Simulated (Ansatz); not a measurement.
A structure relaxed at PBE-D4/def2-SVP in Ansatz, charge 0, singlet:

```xyz
30

As   -2.410    1.556    0.406
Al   -1.719   -0.131    2.155
Al   -2.231   -2.029   -1.404
As   -1.142   -2.144    0.872
As    0.507    0.935    2.694
Al    1.258   -2.773    1.339
Al   -1.088    1.859   -1.726
As   -0.598   -0.428   -2.474
As    1.045    2.632   -0.615
Al    2.330    1.128    0.957
Al    1.903   -0.740   -2.625
As    2.349   -1.058   -0.160
H    -3.867    1.313    0.045
H    -2.579    2.918    1.078
H    -2.708   -0.126    3.407
H    -3.610   -1.212   -1.204
H    -2.171   -3.458   -2.126
H    -1.975   -3.160    1.653
H     0.257    2.315    3.300
H     1.082    0.260    3.930
H     1.563   -2.311    2.857
H     1.561   -4.255    0.810
H    -1.718    2.987   -2.662
H    -1.066   -0.302   -3.923
H     0.779    3.962    0.089
H     1.995    3.143   -1.687
H     3.634    1.846    1.531
H     2.252   -2.077   -3.436
H     2.522    0.702   -3.014
H     3.846   -1.350   -0.067
```

Question: Give its formula and point group.

Answer: Al6As6H18, a cluster cut from wurtzite AlAs (hydrogen-capped). Point group C3v (tolerance 0.1 Å).

Question: Summarise the bond lengths by kind (pairs closer than 1.2 times the sum of covalent radii, bridged metal pairs left out).

Answer: 15 × Al–As 2.46 to 2.53 Å; 9 × As–H 1.52 to 1.53 Å; 9 × Al–H 1.60 to 1.62 Å.
